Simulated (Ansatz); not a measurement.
Consider the ligand exchange at a B–C bond: `FBC[SiH3]` + `C[NH][GeH3]` → `C[N]([GeH3])BF` + `C[SiH3]`.

Computed with Ansatz on PBE0-D4/def2-TZVP structures; ΔE is electronic, products minus reactants. CBS: MP2 limit from def2 TZ/QZ plus the TZ coupled-cluster correction, frozen cores. This one scheme is used for every species. For Ge outer-core shells are correlated without core-valence functions, which leaves a few kJ/mol of doubt a bond. Scalar relativity is left out up to krypton. One conformer a species, not always the lowest.

```json
{"species": "`FBC[SiH3]`", "MP2/CBS(def2) energy (Eh)": "-455.31987"}
{"species": "`C[NH][GeH3]`", "MP2/CBS(def2) energy (Eh)": "-2173.00738"}
{"species": "`C[N]([GeH3])BF`", "MP2/CBS(def2) energy (Eh)": "-2297.68670"}
{"species": "`C[SiH3]`", "MP2/CBS(def2) energy (Eh)": "-330.68857"}
```

(1) Work out ΔE.

Largest T1 diagnostic among the species: 0.012.

Answers

(1) ΔE = (-2297.68670) + (-330.68857) − (-455.31987) − (-2173.00738) = -0.04802 Eh = -30.1 kcal/mol. CCSD(T)/CBS gives -29.9 kcal/mol.

From BLYP to BHLYP (50 % exact exchange), in def2-TZVPP and without D4, ΔE moves by −0.8 kcal/mol. At CCSD(T), def2-SVP lies −2.3 kcal/mol from the extrapolated value and def2-TZVPP −0.7 kcal/mol.
